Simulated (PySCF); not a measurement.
Molfile (atoms numbered from 1):
```
C2H5BF2O
     RDKit          3D

 11 10  0  0  0  0  0  0  0  0999 V2000
   -1.7115    0.6373    0.4632 C   0  0  0  0  0  0  0  0  0  0  0  0
   -0.4996   -0.2548    0.0535 B   0  0  0  0  0  0  0  0  0  0  0  0
    0.6637    0.3970   -0.2879 O   0  0  0  0  0  0  0  0  0  0  0  0
    1.7816   -0.2846   -0.6622 C   0  0  0  0  0  0  0  0  0  0  0  0
    1.5490   -1.0006   -1.7726 F   0  0  0  0  0  0  0  0  0  0  0  0
    2.1622   -1.1428    0.2965 F   0  0  0  0  0  0  0  0  0  0  0  0
   -1.4918    1.0985    1.4431 H   0  0  0  0  0  0  0  0  0  0  0  0
   -2.6562    0.0853    0.5555 H   0  0  0  0  0  0  0  0  0  0  0  0
   -1.8436    1.4744   -0.2414 H   0  0  0  0  0  0  0  0  0  0  0  0
   -0.5132   -1.4635    0.0331 H   0  0  0  0  0  0  0  0  0  0  0  0
    2.5989    0.4290   -0.8548 H   0  0  0  0  0  0  0  0  0  0  0  0
  1  2  1  0
  2  3  1  0
  3  4  1  0
  4  5  1  0
  4  6  1  0
  1  7  1  0
  1  8  1  0
  1  9  1  0
  2 10  1  0
  4 11  1  0
M  END
```

Geometry: PBE0-D3(BJ)/def2-SVP; GIAO shifts from PySCF 2.14.0 with density-fitted response routines, gas phase, non-relativistic, averaged over equivalent atoms.

At PBE0/pcSseg-1 (127 basis functions, 42 s wall time on 1 thread of an Intel Xeon, shared host):
| atoms | δ (ppm) |
| --- | --- |
| C4 | 117.0 |
| C1 | 6.1 |
| B2 | 54.4 |
| O3 | 250.9 |
| F5/F6 | -85.5 |
| H11 | 6.27 |
| H10 | 6.03 |
| H7/H8/H9 | 0.68 |

δ = σ(ref) − σ, references computed at the same level: TMS for ¹³C (184.41 ppm) and ¹H (31.27 ppm); BF3·OEt2 for ¹¹B (100.73 ppm); ¹⁷O (334.56 ppm) vs H2O; ¹⁹F (177.25 ppm) against CFCl3.

Predict the values at WP04/pcSseg-2 on the same geometry.

## Answers


```tsv
atoms	δ at WP04/pcSseg-2	change
C4	124.2	+7.2
C1	4.7	-1.4
B2	54.5	+0.1
O3	221.3	-29.6
F5/F6	-89.3	-3.8
H11	6.37	+0.10
H10	5.34	-0.69
H7/H8/H9	0.58	-0.10
```

Shifts are taken against calculated references (same method and geometry level): ¹³C (σ = 172.10 ppm), ¹H (σ = 31.61 ppm) vs TMS; ¹¹B (σ = 94.19 ppm) vs BF3·OEt2; ¹⁷O (σ = 314.06 ppm) vs H2O; ¹⁹F (σ = 177.34 ppm) vs CFCl3.

The largest change is at O3 (oxygen bonded to C, B). Cost: 286 basis functions, 84 s wall time on 1 thread of an Intel Xeon, shared host.

A carbon bonded to boron is broadened by the quadrupolar boron nucleus and is often missing from a measured spectrum. Unscaled 19F shifts against computed CFCl3 carry errors that often reach 10 to 50 ppm. Unscaled 17O shifts of doubly bonded oxygen tend to come out too high, by tens of ppm or more. Experimental scales use liquid or dissolved standards, which lie at an offset from isolated H2O (liquid H2O: subtract about 36 ppm).
